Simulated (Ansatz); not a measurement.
In₁₂P₁₂H₃₀⁻, a nanocrystal cut from wurtzite InP (hydrogen-capped). Total charge -1; doublet. Geometry PBE-D4/def2-SVP, that of the neutral singlet; atoms count from 1.

Cartesian coordinates in Å:
```
In -2.7451 -2.9812 2.9081
P -0.3315 -3.9113 3.5920
In -4.1980 -0.2840 0.5448
P -3.9743 2.3256 0.8296
P -1.9219 -1.1793 1.2065
In -0.6088 0.7278 2.3376
In 1.8763 -2.9718 2.5840
P 1.6697 -0.4237 2.9431
In -1.9786 3.7507 -0.1334
P 0.0944 2.4865 0.5904
In 1.3723 4.5028 1.6494
In 3.8389 0.5957 1.9836
P 3.5515 3.1475 2.4061
P -4.1732 -0.3382 -2.0891
In -0.8281 -2.2131 -0.8852
P 1.4717 -3.0764 0.0363
In -2.2127 0.6172 -3.5672
P -2.2865 3.0917 -2.6656
P -0.1182 -0.3601 -2.5292
In 1.2545 1.5741 -1.5218
In 3.6322 -2.1746 -1.0520
P 3.3506 0.3398 -0.5386
In 0.9402 -1.3064 -4.7211
P 3.1418 -2.3363 -3.6027
H -3.3234 -2.1843 4.3440
H -3.4818 -4.2942 2.0338
H -0.1502 -3.8875 5.0124
H -0.2578 -5.3322 3.4296
H -5.7211 -0.8500 1.1652
H -3.9295 2.5385 2.2440
H -5.2286 2.9746 0.5859
H -1.3947 1.3967 3.7462
H 3.3293 -3.7254 3.1724
H 1.8234 -0.2695 4.3611
H -2.2551 5.4512 0.1055
H 0.5976 4.9447 3.1447
H 1.9356 5.5498 0.3775
H 5.3358 -0.0784 2.5583
H 3.8267 3.3433 3.7978
H 4.7442 3.7604 1.9035
H -5.4471 0.0488 -2.6194
H -4.2471 -1.7263 -2.4290
H -1.7594 -3.4967 -1.6162
H 1.5094 -4.4809 -0.2536
H -2.6204 0.5577 -5.2570
H -3.3747 3.8164 -3.2526
H -1.2265 3.7647 -3.3520
H 1.7056 2.8046 -2.6757
H 5.1246 -2.9098 -0.5446
H 4.4920 0.9415 -1.1656
H 0.0284 -2.6960 -5.2397
H 1.5267 0.0187 -5.6862
H 3.2958 -3.7197 -3.9395
H 4.3252 -1.8638 -4.2562
```

In the def2 sets In takes a core potential; there is no spin–orbit coupling. Single mean-field runs in def2-SVP are fitted with def2-universal-jkfit. The highest occupied level of the charge -1 doublet lies above zero (up to 0.27 eV). By energy differences its removal costs 0.65 eV (vertical, to the charge 0 singlet, at PBE0-D4/def2-SVP); self-interaction error and the lack of diffuse functions both raise the level.

Estimate the Mulliken populations of the heavy atoms from the PBE0/def2-SVP orbitals of Ansatz.


| atom | charge (e) | spin (α − β) |
| --- | --- | --- |
| In1 | 0.19 | 0.11 |
| P2 | -0.19 | 0.01 |
| In3 | 0.34 | 0.05 |
| P4 | -0.23 | 0.01 |
| P5 | -0.47 | -0.02 |
| In6 | 0.35 | 0.09 |
| In7 | 0.33 | 0.05 |
| P8 | -0.37 | 0.01 |
| In9 | 0.35 | 0.05 |
| P10 | -0.47 | -0.02 |
| In11 | 0.19 | 0.11 |
| In12 | 0.33 | 0.05 |
| P13 | -0.19 | 0.01 |
| P14 | -0.23 | 0.01 |
| In15 | 0.35 | 0.09 |
| P16 | -0.37 | 0.01 |
| In17 | 0.35 | 0.05 |
| P18 | -0.23 | 0.01 |
| P19 | -0.47 | -0.02 |
| In20 | 0.35 | 0.09 |
| In21 | 0.33 | 0.05 |
| P22 | -0.38 | 0.01 |
| In23 | 0.19 | 0.11 |
| P24 | -0.19 | 0.01 |
Mulliken values and Mayer orders depend strongly on the basis.

Where does the spin sit?

Summed by element: In 0.90, P 0.02, H 0.08, of 1 unpaired in all. Largest on single atoms: In1 0.11, In23 0.11, In11 0.11.

And the Mayer bond orders between bonded heavy atoms (over 0.3)?

In1–P2 0.58 (2.68 Å); In1–P5 0.72 (2.61 Å); P2–In7 0.67 (2.60 Å); In3–P4 0.65 (2.63 Å); In3–P5 0.89 (2.53 Å); In3–P14 0.65 (2.63 Å); P4–In9 0.65 (2.63 Å); P5–In6 0.71 (2.58 Å); P5–In15 0.71 (2.58 Å); In6–P8 0.66 (2.62 Å); In6–P10 0.71 (2.58 Å); In7–P8 0.78 (2.58 Å); In7–P16 0.78 (2.58 Å); P8–In12 0.78 (2.58 Å); In9–P10 0.89 (2.53 Å); In9–P18 0.65 (2.63 Å); P10–In11 0.72 (2.61 Å); P10–In20 0.71 (2.58 Å); In11–P13 0.58 (2.68 Å); In12–P13 0.67 (2.60 Å); In12–P22 0.78 (2.58 Å); P14–In17 0.65 (2.63 Å); In15–P16 0.66 (2.62 Å); In15–P19 0.71 (2.58 Å); P16–In21 0.78 (2.58 Å); In17–P18 0.65 (2.63 Å); In17–P19 0.89 (2.53 Å); P19–In20 0.71 (2.58 Å); P19–In23 0.72 (2.61 Å); In20–P22 0.66 (2.62 Å); In21–P22 0.78 (2.58 Å); In21–P24 0.67 (2.60 Å); In23–P24 0.58 (2.68 Å).
